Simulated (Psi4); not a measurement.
Pair of molecules, SMILES N with SMILES Br (the first has 4 atoms); geometry from B3LYP-D3(BJ)/def2-TZVP, rigid monomers moved along the line of their centres of mass till N1···H6 is 1.90 Å.
(charge 0, multiplicity 1):
```xyz
6

N      0.26345    -0.02255     0.44610
H      1.19578     0.03114     0.05176
H     -0.17631    -0.87701     0.12344
H     -0.27658     0.76685     0.11020
Br     0.41698     0.01433     3.85416
H      0.34887    -0.00205     2.34219
```

All values below come from SAPT0/aug-cc-pVDZ (Psi4).

**Question.** Which attractive term is largest, and how does the interaction split up?

**Answer.** electrostatics -665.3, exchange 789.5, induction -391.7, dispersion -178.0, total -445.5 meV; the largest attraction is electrostatics.
